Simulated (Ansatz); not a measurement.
## FH2NOSe: structure from calculated spectroscopic constants

These gas-phase data were calculated for one isomer of FH2NOSe at PBE0-D3(BJ)/def2-SVP (harmonic, unscaled wavenumbers; equilibrium rotational constants with average atomic masses):

* rotational constants: 6.379, 5.894, 4.015 GHz
* all wavenumbers above 1500 cm⁻¹: 3650, 3520, 1519

Candidates:

(1) `N[Se@](=O)F`, a singlet
(2) `ON[Se]F`, a singlet

Which structure fits?

Candidate (1). 2 modes lie between 3250 and 3800 cm⁻¹, one for each N–H bond, while (2) has 1.

The same quantities for all candidates:

```
     rotational constants (GHz)  wavenumbers above 1500 cm⁻¹  E above the lowest, PBE0-D3(BJ)/def2-SVP (kcal/mol)
(1)         6.379, 5.894, 4.015             3650, 3520, 1519                                                  0.0
(2)         9.497, 3.299, 2.652                   3828, 3571                                                 21.1
```

Each candidate is one conformer. Programs: Ansatz 0.2.0.
